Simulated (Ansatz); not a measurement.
Geometry optimisation, RHF/6-31G (Ansatz 0.2.0).

The input (input.yaml):

```yaml
crystal:
  periodic: [false, false, false]
  atoms:
    - { symbol: B, position_ang: [-0.8175, 1.7333, 0.3343] }
    - { symbol: Si, position_ang: [0.0288, 0.2767, -0.5193] }
    - { symbol: C, position_ang: [1.1922, -0.4903, 0.6793] }
    - { symbol: P, position_ang: [-1.3922, -1.2089, -1.137] }
    - { symbol: Cl, position_ang: [1.0846, 0.9402, -2.2193] }
    - { symbol: H, position_ang: [-1.5159, 1.6209, 1.2919] }
    - { symbol: H, position_ang: [-0.7361, 2.8638, -0.132] }
    - { symbol: H, position_ang: [0.7072, -0.8296, 1.5783] }
    - { symbol: H, position_ang: [1.7406, -1.3332, 0.2535] }
    - { symbol: H, position_ang: [1.9805, 0.2629, 1.0255] }
    - { symbol: H, position_ang: [-0.4825, -2.2478, -1.366] }
    - { symbol: H, position_ang: [-1.7128, -1.6433, 0.2448] }
basis:
  gaussian: { orbitals: "6-31G" }
hamiltonian:
  xc: hf
relax:
  f_tol: 0.02
  max_steps: 40
scf:
  lower_state_search: "off"
output:
  orbitals: {}
```

Launched with:

```bash
$ ansatz run input.yaml --threads 1 --pin off --max-ram 2048MiB --backend cpu --events-out ev --progress --plain --runs-dir out
```

Task: Where does it end, and by what steps?

Result: The forces met the threshold. Limits of this set-up: no polarisation functions. After 11 steps the energy has fallen by 0.796 eV; H12 moved furthest, 0.29 Å.

| step | energy less start (eV) | largest force component (eV/Å) | accepted |
| --- | --- | --- | --- |
| 0 | 0.0000 | 3.252 | yes |
| 1 | -0.6880 | 1.272 | yes |
| 2 | -0.7594 | 0.670 | yes |
| 3 | -0.7665 | 0.460 | yes |
| 4 | -0.7794 | 0.259 | yes |
| 5 | -0.7921 | 0.082 | yes |
| 6 | -0.7942 | 0.100 | yes |
| 7 | -0.7941 | 0.084 | no |
| 8 | -0.7947 | 0.050 | yes |
| 9 | -0.7953 | 0.045 | yes |
| 10 | -0.7952 | 0.084 | no |
| 11 | -0.7958 | 0.015 | yes |

```xyz
12
Properties=species:S:1:pos:R:3
B -0.915 1.902 0.346
Si 0.056 0.274 -0.394
C 1.356 -0.492 0.776
P -1.529 -1.264 -1.162
Cl 1.175 0.855 -2.218
H -1.503 1.796 1.371
H -0.920 2.936 -0.225
H 0.879 -0.839 1.685
H 1.849 -1.331 0.301
H 2.112 0.239 1.039
H -0.631 -2.285 -1.586
H -1.853 -1.846 0.101
```

Whether the end is a true minimum wasn't checked by a vibrational analysis.

Run time: 37 s on 1 thread of Intel(R) Xeon(R) 6975P-C (Granite Rapids) (shared host), peak memory 0.19 GiB.
